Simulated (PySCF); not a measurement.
# MRb for M along the halogens

r²SCAN with triple-zeta basis sets in PySCF, for the lowest determinant that a PBE0 search found; no spin–orbit coupling. De refers to high-spin ground-configuration atoms. A positive dipole means M(−)Rb(+).

| M | basis | state (unpaired electrons) | Re (Å) | ωe (cm⁻¹) | De (eV) | μ (D) |
| --- | --- | --- | --- | --- | --- | --- |
| F | def2-TZVPP | singlet (closed shell) | 2.342 | 368 | 4.80 | 8.95 |
| Cl | x2c-TZVPPall | singlet (closed shell) | 2.789 | 234 | 4.44 | 10.25 |
| Br | x2c-TZVPPall | singlet (closed shell) | 2.955 | 167 | 4.10 | 10.76 |
| I | def2-TZVPP | singlet (closed shell) | 3.249 | 133 | 3.48 | 12.00 |

The shortest bond is that of RbF (2.342 Å), the longest that of RbI (3.249 Å).

The rows differ in basis set, which adds steps of its own.

Down a group the atoms grow and get heavier, so bonds lengthen and wavenumbers fall; this series shows no clear exception.

Spin–orbit coupling is left out, which matters for elements this heavy, above all for dissociation energies.
